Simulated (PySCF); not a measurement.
Cl3Ge, SMILES [Ge]([Cl])([Cl])[Cl], multiplicity 2.

Coordinates come from a B3LYP-D3(BJ)/def2-SVP optimisation. The isomer is the one that the SMILES or the coordinates give; other isomers of the formula were not compared.

Method: PBE0/def2-TZVPD (PySCF).

The molecule is in vacuum.

```json
{
 "total_energy": "-3457.03614 hartree",
 "point_group": "C3v",
 "α spin, highest occupied and lowest empty level": "-7.78 and -1.38 eV",
 "β spin, highest occupied and lowest empty level": "-9.45 and -4.83 eV",
 "dipole_moment": "1.27 D",
 "quadrupole, principal values (traceless, Buckingham form, about the centre of nuclear charge)": "-1.75, -1.75, 3.50 D·Å",
 "mean_static_polarisability": "77.3 bohr³ (11.45 Å³)",
 "polarisability_principal_values": "59.1, 86.4, 86.4 bohr³",
 "⟨S²⟩": "0.754 (pure state 0.75)"
}
```
